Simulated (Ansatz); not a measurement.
`C[O][Ge][F]` + H–F → `[F][Ge][F]` + CH₃OH at 500 K and 1 bar (ligand exchange at a Ge–O bond).

Computed with Ansatz on PBE0-D4/def2-TZVP structures; ΔE is electronic, products minus reactants. CCSD(T)/CBS is the MP2 limit (def2-TZVPP, def2-QZVPP) plus CCSD(T) − MP2 in def2-TZVPP, frozen cores. This one scheme is used for every species. For Ge outer-core shells are correlated without core-valence functions, which leaves a few kJ/mol of doubt a bond. Scalar relativity is left out up to krypton. One conformer a species, not always the lowest.

| species | CCSD(T)/CBS energy (Eh) | H − E (kJ/mol) | S (J/(mol·K)) |
| --- | --- | --- | --- |
| `C[O][Ge][F]` | -2290.98541 | 149.4 | 365.0 |
| H–F | -100.39570 | 39.4 | 188.7 |
| `[F][Ge][F]` | -2275.77030 | 31.8 | 297.3 |
| CH₃OH | -115.61712 | 157.0 | 265.4 |

H − E and S are ideal-gas, rigid-rotor, harmonic terms from PBE0-D4/def2-TZVP, for one conformer and one mirror image of each species. 1 Eh = 2625.50 kJ/mol, R = 8.31446 J/(mol·K).

Task: By hand: ΔE, ΔH, ΔS and ΔG.

Result: ΔE = (-2275.77030) + (-115.61712) − (-2290.98541) − (-100.39570) = -0.00631 Eh = -16.6 kJ/mol. Δ(H − E) = 31.8 + 157.0 − 149.4 − 39.4 = 0.0, so ΔH = -16.6 kJ/mol. ΔS = 297.3 + 265.4 − 365.0 − 188.7 = 9.0 J/(mol·K). ΔG = -16.6 − 500 × (9.0)/1000 = -21.1 kJ/mol.

Task: By hand: the equilibrium constant, and the temperature at which ΔG would vanish if ΔH and ΔS stayed fixed.

Result: log₁₀ K = −ΔG/(RT ln 10) = 2.2. ΔH and −TΔS have one sign here, so there is no such temperature.

The number of gas molecules stays the same, so ΔS is small and ΔH decides. A doubt of 5 kJ/mol in ΔE shifts log₁₀ K by 0.5 here. Other conformers and mirror images would add mixing entropy, several J/(mol·K) or more a flexible species. These are equilibria of isolated gas molecules and say nothing of rates. Largest T1 diagnostic: 0.015 (customary marks: 0.02 for closed shells, 0.045 for open ones).

ΔS is within the doubt of such terms, so its sign, and with it that verdict, could turn.
